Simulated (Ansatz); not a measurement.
platinum atom (Pt), triplet (core potentials on Pt); B97M-V/def2-SVP in Ansatz (a first-principles code).

Here is a job for Ansatz.
Ansatz 0.2 input:
```yaml
crystal:
  periodic: [false, false, false]
  atoms:
    - {symbol: Pt, position_ang: [0.00000000, 0.00000000, 0.00000000]}
basis:
  gaussian:
    orbitals: def2-SVP
hamiltonian:
  xc: {name: B97M-V}
magnetization: {spin_polarized: true, initial_magnetization: 2}
```

Question: Write the output that Ansatz gives for this input, abridged.

Answer: 
```
Functional definition: B97M-V
318 factors; their error is unknown
mean field evaluation 1: about -3243.5069 eV, gradient 1.5e1 eV
mean field evaluation 2: about -3238.3595 eV, gradient 3.5e1 eV
mean field evaluation 4: about -3244.6620 eV, gradient 4.9e-1 eV
mean field evaluation 8: about -3244.6416 eV, gradient 1.4e-1 eV
mean field evaluation 16: about -3244.6430 eV, gradient 8.4e-2 eV
mean field evaluation 32: about -3243.4782 eV, gradient 1.2e1 eV
mean field evaluation 64: about -3244.6469 eV, gradient 1.2e-1 eV
mean field evaluation 96: about -3244.6314 eV, gradient 4.5e-2 eV
mean field evaluation 128: about -3242.5471 eV, gradient 1.2e1 eV
mean field evaluation 160: about -3244.5713 eV, gradient 3.7e0 eV
mean field evaluation 192: about -3244.6242 eV, gradient 6.9e-1 eV
mean field evaluation 224: about -3244.6315 eV, gradient 4.2e-3 eV
mean field evaluation 256: about -3244.6401 eV, gradient 1.4e0 eV
mean field evaluation 288: about -3244.6430 eV, gradient 1.3e-6 eV
mean field evaluation 320: about -3244.6340 eV, gradient 3.1e-1 eV
mean field evaluation 352: about -3244.6407 eV, gradient 3.6e-2 eV
mean field evaluation 384: about -3242.5359 eV, gradient 1.2e1 eV
mean field evaluation 416: about -3244.5263 eV, gradient 5.2e-1 eV
mean field evaluation 448: about -3244.6467 eV, gradient 5.2e-2 eV
mean field -3244.64297638 eV, -119.2384300841 hartree, gradient 8.4e-6 eV, S^2 2.000568; 29 other end points of the search recorded, 0 dependent functions left out
reference -3244.64302154 eV, -119.2384317435 hartree; 10, 8 occupied and 22, 24 virtual orbitals, 318 factors
Total energy: -3244.64302154 eV, -119.2384317435 hartree
```
